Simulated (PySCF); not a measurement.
Atom-mapped SMILES (the numbers label the heavy atoms): `[CH:1]#[C:2][SiH2:3][C:4]([CH3:5])([CH3:6])[CH3:7]`; H(Xn) means a hydrogen on atom n.

Theory: PBE0-D3(BJ)/def2-SVP structure, shieldings: GIAO B3LYP/pcSseg-1, in PySCF (no relativistic terms, a single conformation, gas phase, one averaged value for each set of equivalent atoms).

Shifts are taken against calculated references (same method and geometry level): TMS for 13C and 1H and 29Si.

| atoms | nucleus | count | δ (ppm) |
| --- | --- | --- | --- |
| C5/C6/C7 | 13C | 3 | 28.3 |
| C1 | 13C | 1 | 102.2 |
| C2 | 13C | 1 | 84.8 |
| C4 | 13C | 1 | ? |
| H(C1) | 1H | 1 | ? |
| H(C5)/H(C6)/H(C7) | 1H | 9 | 1.08 |
| H(Si3) | 1H | 2 | 4.03 |
| Si3 | 29Si | 1 | -47.6 |

Q: Fill in the missing shifts.

A: 
- C4: 19.7 ppm, fully substituted sp3 carbon bonded to Si
- H(C1): 2.23 ppm, hydrogen on a terminal alkyne carbon; it lies on the axis of the triple bond, in its shielding cone

Shifts are as computed. Against solution values, carbons near 30 ppm lie about +2 ppm off and those near 130 ppm about +6 ppm. Of 1313 compounds with measured shifts, 239 miss one by over three times the rms of a fit or turn the order of signals round; such compounds aren't used in these exercises.
